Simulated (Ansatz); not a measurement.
`CC(=O)O[SiH3]` + `BO` → `BOC(C)=O` + silanol at 500 K and 1 bar (substitution at a C–O bond).

Gas-phase electronic energies from Ansatz, PBE0-D4/def2-TZVP geometries. CBS: MP2 limit from def2 TZ/QZ plus the TZ coupled-cluster correction, frozen cores. This one scheme is used for every species.

```csv
species,CCSD(T)/CBS energy (Eh),H − E (kJ/mol),S (J/(mol·K))
`CC(=O)O[SiH3]`,-519.18600,247.8,400.4
`BO`,-101.80414,113.6,256.0
`BOC(C)=O`,-254.28820,231.9,373.6
`O[SiH3]`,-366.69042,127.5,292.9
```

H − E and S are ideal-gas, rigid-rotor, harmonic terms from PBE0-D4/def2-TZVP, for one conformer and one mirror image of each species. 1 Eh = 2625.50 kJ/mol, R = 8.31446 J/(mol·K).

Task: By hand: ΔE, ΔH, ΔS and ΔG.

Result: ΔE = (-254.28820) + (-366.69042) − (-519.18600) − (-101.80414) = 0.01152 Eh = 30.2 kJ/mol. Δ(H − E) = 231.9 + 127.5 − 247.8 − 113.6 = -2.0, so ΔH = 28.2 kJ/mol. ΔS = 373.6 + 292.9 − 400.4 − 256.0 = 10.1 J/(mol·K). ΔG = 28.2 − 500 × (10.1)/1000 = 23.1 kJ/mol.

Task: By hand: the equilibrium constant, and the temperature at which ΔG would vanish if ΔH and ΔS stayed fixed.

Result: log₁₀ K = −ΔG/(RT ln 10) = -2.4. ΔG = 0 at ΔH/ΔS = 2792 K, far beyond where these terms or the molecules hold.

The number of gas molecules stays the same, so ΔS is small and ΔH decides. A doubt of 5 kJ/mol in ΔE shifts log₁₀ K by 0.5 here. Other conformers and mirror images would add mixing entropy, several J/(mol·K) or more a flexible species. These are equilibria of isolated gas molecules and say nothing of rates. Largest T1 diagnostic: 0.015 (customary marks: 0.02 for closed shells, 0.045 for open ones).
